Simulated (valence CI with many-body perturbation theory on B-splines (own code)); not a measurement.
## In⁹⁺: M1 decay

Computed by configuration interaction combined with many-body perturbation theory (CI+MBPT): four valence electrons over a frozen Dirac-Fock core [Kr], radial functions for each j: 7 s, 7 p, 8 d, 6 f, 4 g, 1 h, with the one-electron correlation potential Σ1, the two-electron term Σ2, the three-electron term Σ3, Breit, model QED; selected CI, second order for the rest, scaled by the run's own slope (own B-spline code, finite nucleus).

No measured spectrum was set against this ion. As an estimate, terms of the open shell hold to 2 to 4 % of their energy, and close levels can change places. Excitations out of the core, of the other parity, are not computed and may begin above about 48.2 eV (a cautious bound); beyond it only levels of the ground parity were kept, without lifetimes.

Lines 1 to 50 of 120 in falling wavelength, among levels below 48.244 eV, chosen from the decays that carry over 1 % of a level's rate. Wavelengths and rates use the calculated energies, so an error of 2000 cm⁻¹ moves a line at 2336 nm by 47 % and its rate by three times that or more. Weak lines are less certain than strong ones. Lines between different terms over intervals too small for the method are left out, as are lines whose strength nearly cancels.

Names give the largest LS component (configuration and term), which can be under half, so a name can repeat, a term be missing and a line seem to break the LS rules; names also repeat where a configuration has a term twice. Letters in brackets count levels of one name in rising energy.

| λ vac (nm) | Upper | Lower | Type | A (s⁻¹) | Branch % |
| --- | --- | --- | --- | --- | --- |
| 4339 | 4d4 5D_1 | 4d4 5D_0 | M1 | 6.02e-01 | 100.0 |
| 3926 | 4d4 3H_6 | 4d4 3H_5 | M1 | 2.67e-01 | 99.7 |
| 3479 | 4d4 5D_4 | 4d4 5D_3 | M1 | 6.13e-01 | 100.0 |
| 3466 | 4d4 5D_2 | 4d4 5D_1 | M1 | 1.29e+00 | 100.0 |
| 3389 | 4d4 5D_3 | 4d4 5D_2 | M1 | 1.14e+00 | 100.0 |
| 2683 | 4d4 3G_5 | 4d4 3G_4 | M1 | 3.82e-01 | 2.5 |
| 2336 | 4d4 3F_4 [a] | 4d4 3G_3 | M1 | 1.26e+00 | 3.5 |
| 2280 | 4d4 3H_5 | 4d4 3H_4 | M1 | 1.78e+00 | 76.8 |
| 2076 | 4d4 3D_3 | 4d4 3P_2 [a] | M1 | 5.86e-01 | 1.5 |
| 1932 | 4d4 3G_3 | 4d4 3H_4 | M1 | 9.83e-01 | 4.1 |
| 1637 | 4d4 3P_2 [a] | 4d4 3F_2 [a] | M1 | 2.36e-01 | 1.2 |
| 1436 | 4d4 3F_3 [a] | 4d4 3F_2 [a] | M1 | 4.70e+00 | 14.1 |
| 1402 | 4d4 3P_2 [a] | 4d4 3P_1 [a] | M1 | 4.59e+00 | 23.0 |
| 1394 | 4d4 3G_5 | 4d4 3F_4 [a] | M1 | 4.32e+00 | 28.1 |
| 1374 | 4d4 3P_1 [a] | 4d4 3P_0 [a] | M1 | 6.40e+00 | 9.1 |
| 1326 | 4d4 3D_2 | 4d4 3P_2 [a] | M1 | 1.67e+00 | 2.6 |
| 1294 | 4d4 3G_4 | 4d4 3G_3 | M1 | 7.79e-01 | 3.7 |
| 1174 | 4d4 3G_4 | 4d4 3H_5 | M1 | 1.72e+00 | 8.1 |
| 1166 | 4d4 3D_1 | 4d4 3P_2 [a] | M1 | 4.36e+00 | 6.7 |
| 1142 | 4d4 3F_3 [a] | 4d4 3G_3 | M1 | 5.14e+00 | 15.4 |
| 1057 | 4d4 3F_4 [a] | 4d4 3H_4 | M1 | 1.01e+01 | 28.1 |
| 1031 | 4d4 3G_5 | 4d4 3H_6 | M1 | 3.63e+00 | 23.6 |
| 983.6 | 4d4 3F_4 [b] | 4d4 1F_3 | M1 | 1.99e+00 | 2.0 |
| 978.1 | 4d4 1G_4 [a] | 4d4 3G_5 | M1 | 3.91e+00 | 6.4 |
| 946.8 | 4d4 1D_2 [a] | 4d4 3D_1 | M1 | 4.38e+00 | 6.5 |
| 915.2 | 4d4 3D_3 | 4d4 3F_2 [a] | M1 | 1.20e+00 | 3.0 |
| 890.5 | 4d4 3P_2 [b] | 4d4 1D_2 [a] | M1 | 5.23e+00 | 9.0 |
| 873.0 | 4d4 3F_2 [b] | 4d4 1F_3 | M1 | 5.15e+00 | 5.9 |
| 862.1 | 4d4 1D_2 [a] | 4d4 3D_2 | M1 | 2.86e+00 | 4.3 |
| 816.7 | 4d4 3G_5 | 4d4 3H_5 | M1 | 5.92e+00 | 38.5 |
| 786.1 | 4d4 3D_3 | 4d4 3G_3 | M1 | 2.99e+00 | 7.5 |
| 774.9 | 4d4 3G_4 | 4d4 3H_4 | M1 | 1.61e+00 | 7.6 |
| 773.9 | 4d4 1G_4 [a] | 4d4 3F_3 [a] | M1 | 1.24e+01 | 20.3 |
| 732.7 | 4d4 3D_2 | 4d4 3F_2 [a] | M1 | 4.34e+00 | 6.9 |
| 726.8 | 4d4 1I_6 | 4d4 3H_6 | M1 | 9.72e+00 | 46.7 |
| 716.8 | 4d4 1G_4 [a] | 4d4 3G_4 | M1 | 8.05e+00 | 13.2 |
| 698.2 | 4d4 1D_2 [a] | 4d4 3D_3 | M1 | 1.29e+01 | 19.2 |
| 681.5 | 4d4 3D_2 | 4d4 3P_1 [a] | M1 | 4.53e+00 | 7.1 |
| 680.9 | 4d4 3D_1 | 4d4 3F_2 [a] | M1 | 5.15e+00 | 7.9 |
| 670.2 | 4d4 1F_3 | 4d4 3D_2 | M1 | 2.52e+00 | 5.2 |
| 647.5 | 4d4 3D_2 | 4d4 3G_3 | M1 | 1.05e+00 | 1.6 |
| 647.3 | 4d4 3H_4 | 4d4 5D_4 | M1 | 6.07e+00 | 80.0 |
| 636.5 | 4d4 3D_1 | 4d4 3P_1 [a] | M1 | 1.23e+01 | 18.9 |
| 613.3 | 4d4 1I_6 | 4d4 3H_5 | M1 | 1.11e+01 | 53.2 |
| 574.8 | 4d4 1G_4 [a] | 4d4 3F_4 [a] | M1 | 2.37e+01 | 38.8 |
| 566.8 | 4d4 1F_3 | 4d4 3D_3 | M1 | 1.65e+01 | 34.1 |
| 546.9 | 4d4 1D_2 [a] | 4d4 3F_3 [a] | M1 | 1.81e+00 | 2.7 |
| 545.8 | 4d4 3H_4 | 4d4 5D_3 | M1 | 1.51e+00 | 20.0 |
| 530.5 | 4d4 3F_4 [b] | 4d4 1G_4 [a] | M1 | 3.41e+00 | 3.5 |
| 522.5 | 4d4 1D_2 [a] | 4d4 3P_2 [a] | M1 | 7.45e+00 | 11.1 |
